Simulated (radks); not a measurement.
Values are calculated unless marked as measured or tabulated.
Question: These are the eigenvalues of the occupied orbitals of an atom or ion with whole-number occupations (eV). Code: a radial shooting solver on a logarithmic mesh with Libxc functionals. Model: scalar-relativistic Kohn-Sham, BLYP, spin-polarised, spherical densities, point nucleus.

| orbital | eigenvalue |
|---|---|
| 1s down | -80849.44 |
| 1s up | -80849.44 |
| 2s up | -14308.71 |
| 2s down | -14308.45 |
| 2p up | -12375.52 |
| 2p down | -12375.31 |
| 3s up | -3417.363 |
| 3s down | -3417.263 |
| 3p up | -2856.814 |
| 3p down | -2856.703 |
| 3d up | -2258.600 |
| 3d down | -2258.410 |
| 4s up | -782.8710 |
| 4s down | -782.6111 |
| 4p up | -599.0890 |
| 4p down | -598.8456 |
| 4d up | -378.6645 |
| 4d down | -378.3829 |
| 5s up | -161.1672 |
| 5s down | -159.4629 |
| 4f up | -133.9426 |
| 4f down | -133.5470 |
| 5p up | -111.9412 |
| 5p down | -109.8800 |
| 5d up | -55.8092 |
| 5d down | -53.5850 |

Which element is it, and in what charge state? The configuration may be excited. Open shells, if any, are filled with parallel spins first.

Answer: Z = 79, gold, charge +4: Au4+ in [Xe] 4f14 5d7. The list shows which subshells hold electrons but not how many an open one holds; the 1s level, -2971.2 hartree, gives Z - s = 77.1 by -(Z - s)^2/2, which with screening and relativity narrows Z to a few neighbours, and the depths of the outer levels then fix element, charge and occupations together.
